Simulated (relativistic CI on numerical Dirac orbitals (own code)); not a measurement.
What each ingredient does to the levels of Ho21+

Base calculation: Dirac-Coulomb-Breit CI, orbitals from a KLI potential per configuration, a model potential for QED, unscaled Slater integrals.

CI space (outside the closed core [Ar] 3d10): 4s²4p⁶4d¹⁰, 4s²4p⁶4d⁹4f, 4s²4p⁵4d¹⁰4f, 4s²4p⁶4d⁹5s, 4s4p⁶4d¹⁰4f, 4s²4p⁶4d⁹5p, 4s²4p⁶4d⁹5d, 4s²4p⁵4d¹⁰5s, 4s²4p⁶4d⁹5f, 4s²4p⁶4d⁹6s, 4s²4p⁵4d¹⁰5p, 4s²4p⁶4d⁹6p, 4s²4p⁶4d⁹5g, 4s²4p⁶4d⁹6d, 4s²4p⁵4d¹⁰5d, 4s4p⁶4d¹⁰5s, 4s²4p⁶4d⁹6f, 4s²4p⁶4d⁹7s, 4p⁶4d¹⁰4f², 4p⁶4d⁹4f³, 4p⁵4d¹⁰4f³, 4p⁶4d⁹4f²5s, 4p⁶4d⁹4f²5p, 4p⁶4d⁹4f²5d. Double excitations out of closed p, d and f shells are left out; levels of such configurations are missing from the list, as are those of other unlisted configurations, and high levels can miss mixing partners. These lack a partner that the ground configuration has and come out too high: 4s²4p⁵4d¹⁰5s, 4s²4p⁶4d⁹5f, 4s²4p⁶4d⁹6s, 4s²4p⁵4d¹⁰5p, 4s²4p⁶4d⁹6p.

The lowest level and the first level of each name with at least 55 % of one term (blank where a level has no safe partner in the second run):

| Level | Base (cm⁻¹) | Shift (cm⁻¹) |
| --- | --- | --- |
| 4s²4p⁶4d¹⁰ ¹S0 | 0 | 0 |
| 4s²4p⁶4d⁹4f ³P°0 | 1246368 | +56 |
| 4s²4p⁶4d⁹4f ³P°1 | 1257514 | +33 |
| 4s²4p⁶4d⁹4f ³P°2 | 1279958 | -8 |
| 4s²4p⁶4d⁹4f ³H°5 | 1293034 | +49 |
| 4s²4p⁶4d⁹4f ³H°6 | 1295203 | -4 |
| 4s²4p⁶4d⁹4f ³F°3 | 1311682 | +44 |
| 4s²4p⁶4d⁹4f ³F°4 | 1326040 | -10 |
| 4s²4p⁶4d⁹4f ³G°5 | 1338427 | -10 |
| 4s²4p⁶4d⁹4f ³D°1 | 1341286 | -50 |
| 4s²4p⁶4d⁹4f ³G°3 | 1399156 | -165 |
| 4s²4p⁶4d⁹4f ¹F°3 | 1417291 | -139 |
| 4s²4p⁶4d⁹4f ¹P°1 | 1693788 | -65 |
| 4s²4p⁶4d⁹5s ³D3 | 1835308 | -2132 |

At this charge energies of transitions that change n are usually good to better than 1 %, and those within a shell (Δn = 0) to a few per cent.

**Question.** One thing was changed in a second run, which moved the levels as shown. Which?
A. QED terms removed
B. configuration mixing switched off
C. Breit term removed
D. only the first 3 configurations

**Answer.** A. QED terms removed. QED shifts follow the density of s (and p1/2) electrons at the nucleus, so configurations move by their count of such electrons; where none moves, the smaller shifts of p3/2 electrons and of j = l + 1/2 against j = l − 1/2 set the pattern.

LS names give the leading component of a level, which can be under half, so a name can repeat, a term be missing and a line seem to break the LS rules.
